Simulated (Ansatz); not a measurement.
Calculated with Ansatz (gas phase, PBE0-D4/def2-TZVP geometries, no zero-point term in ΔE). CCSD(T)/CBS adds triple-zeta CCSD(T) − MP2 to the extrapolated MP2 energy (def2 sets, frozen cores). Functionals use def2-TZVPP. B3LYP here is the variant with VWN-RPA as its local correlation; programs differ in this. HSE06 is defined as in plane-wave codes. Elements past krypton have def2 core potentials. For Sn outer-core shells are correlated without core-valence functions, which leaves a few kJ/mol of doubt a bond. Each species was taken in one conformer, which may not be the lowest.

Reaction (cleavage of the B–Sn bond): `[BH2][SnH2][NH2]` + `N=C(O)[SiH3]` → `B/N=C(/O)[SiH3]` + `[NH2][SnH3]`

`[BH2][SnH2][NH2]`:

Z-matrix (Å, degrees):
```
Sn
N 1 2.040
B 1 2.242 2 108.5
H 1 1.725 2 112.0 3 -122.2
H 1 1.710 2 104.3 3 122.5
H 2 1.012 1 112.9 3 56.6
H 2 1.012 1 113.3 3 178.6
H 3 1.194 1 120.7 2 166.3
H 3 1.194 1 120.9 2 -14.8
```

`N=C(O)[SiH3]`:

```xyz
9

N    -1.434    0.588   -0.746
C    -0.555   -0.209   -0.310
O    -0.728   -1.536   -0.465
Si    1.066    0.221    0.585
H    -1.188    1.557   -0.568
H    -1.574   -1.654   -0.925
H     1.127    1.702    0.670
H     1.064   -0.372    1.945
H     2.222   -0.298   -0.186
```

`B/N=C(/O)[SiH3]`:

Cartesian coordinates in Å:
```
B 1.589 1.527 -0.371
N 0.853 0.432 -0.038
C 0.108 -0.526 0.236
O 0.564 -1.676 0.789
Si -1.769 -0.535 -0.071
H 2.070 1.596 -1.467
H 1.754 2.390 0.444
H 1.521 -1.593 0.913
H -2.099 -1.651 -0.990
H -2.126 0.770 -0.671
H -2.466 -0.734 1.224
```

`[NH2][SnH3]`:

Cartesian coordinates in Å:
```
N -0.749 -0.539 -0.894
Sn 0.311 0.258 0.646
H -1.042 0.154 -1.571
H -0.238 -1.252 -1.398
H -0.719 1.399 1.381
H 0.672 -1.044 1.686
H 1.765 1.024 0.150
```

| level | ΔE (kJ/mol) | difference from CCSD(T)/CBS |
| --- | --- | --- |
| LDA (SPW92) | -153.4 | -36.6 |
| PBE-D4 | -136.2 | -19.4 |
| revPBE-D4 | -133.3 | -16.5 |
| BLYP-D4 | -140.4 | -23.6 |
| r2SCAN-D4 | -135.2 | -18.4 |
| B97M-V | -139.3 | -22.5 |
| PBE0-D4 | -130.1 | -13.3 |
| B3LYP-D4 | -136.2 | -19.4 |
| r2SCANh-D4 | -133.4 | -16.6 |
| r2SCAN0-D4 | -130.8 | -14.0 |
| HSE06-D4 | -130.5 | -13.7 |
| BHLYP-D4 | -129.3 | -12.5 |
| CAM-B3LYP-D4 | -136.8 | -20.0 |
| ωB97X-V | -122.6 | -5.8 |
| ωB97M-V | -127.3 | -10.5 |
| B2PLYP | -130.8 | -14.0 |
| PBE-QIDH | -124.5 | -7.7 |
| PBE | -135.9 | -19.1 |
| revPBE | -130.3 | -13.5 |
| BLYP | -139.5 | -22.7 |
| r2SCAN | -134.9 | -18.1 |
| PBE0 | -129.8 | -13.0 |
| B3LYP | -135.8 | -19.0 |
| r2SCANh | -133.1 | -16.3 |
| BHLYP | -130.1 | -13.3 |
| CAM-B3LYP | -136.5 | -19.7 |
| LC-ωPBE | -126.4 | -9.6 |
| RPA@PBE/def2-TZVPP | -113.8 | 3.0 |
| MP2/def2-SVP | -147.1 | -30.3 |
| CCSD/def2-SVP | -138.1 | -21.3 |
| HF/def2-TZVPP | -115.2 | 1.6 |
| MP2/def2-TZVPP | -123.7 | -6.9 |
| SCS-MP2/def2-TZVPP | -121.0 | -4.2 |
| CCSD/def2-TZVPP | -117.0 | -0.2 |
| HF/def2-QZVPP | -115.0 | 1.8 |
| MP2/def2-QZVPP | -121.9 | -5.1 |
| SCS-MP2/def2-QZVPP | -119.4 | -2.6 |
| HF/CBS(def2) | -115.0 | 1.8 |
| MP2/CBS(def2) | -120.7 | -3.9 |
| CCSD/CBS(def2) | -114.1 | 2.7 |
| CCSD(T)/CBS | -116.8 | 0 |

Largest T1 diagnostic among the species: 0.015.

From r2SCAN to r2SCAN0 (25 % exact exchange), in def2-TZVPP and without D4, ΔE moves by +4.4 kJ/mol. Leaving LDA and LC-ωPBE aside and taking each functional with its dispersion term where it has one, the values spread over 17.8 kJ/mol, from BLYP-D4 to ωB97X-V. LDA lies −17.5 kJ/mol from PBE without D4.
